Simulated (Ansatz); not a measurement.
The first iterations of a band of CH3AlBF (7 atoms, charge 0, multiplicity 1).

Method: Ansatz 0.2.0, RKS revPBE-D4/def2-SVP.

```
movable images  : 5
climbing image  : yes
spring          : 5.0 eV/Å²
optimiser       : quadratic models (default)
start path      : through a guess of the saddle point
force threshold : 0.05 eV/Å
iteration limit : 60
end points      : relaxed
```

First end point:

```xyz
7
Properties=species:S:1:pos:R:3
F -2.501 -0.405 1.216
C -1.652 -0.489 0.171
B -0.282 -0.055 0.113
Al 1.686 0.498 -0.178
H -2.110 -0.956 -0.728
H 2.504 1.189 1.014
H 2.355 0.219 -1.607
```

Last end point:

```xyz
7
Properties=species:S:1:pos:R:3
F -2.549 -1.048 -0.550
C -1.650 -0.456 0.263
B -0.286 -0.109 -0.035
Al 1.684 0.467 -0.263
H -2.057 -0.228 1.272
H 2.432 1.158 0.975
H 2.425 0.216 -1.661
```

| iteration | highest image above the first end (eV) | largest band force component (eV/Å) |
| --- | --- | --- |
| 1 | 33.033 | 166.920 |
| 2 | 20.116 | 106.085 |
| 3 | 9.421 | 60.056 |
| 4 | 4.179 | 32.048 |
| 5 | 1.654 | 15.443 |
| 6 | 0.752 | 6.878 |
| 7 | 0.721 | 4.620 |
| 8 | 0.461 | 2.091 |
| 9 | 0.456 | 1.372 |
| 10 | 0.447 | 1.821 |
| 11 | 0.437 | 1.060 |
| 12 | 0.436 | 0.550 |

Question: Does the band converge within its limit, and where does its top end?

Answer: It converged. It ended after 37 iterations with the highest image 0.365 eV above the first end. A vibrational analysis at the climbing image gives one clearly imaginary mode, 346i cm⁻¹: a first-order saddle point.

Run time: 4.4 min on 1 thread of Intel(R) Xeon(R) Platinum 8223CL CPU @ 3.00GHz (Skylake/Cascade Lake), on a shared host, peak memory 0.15 GiB.
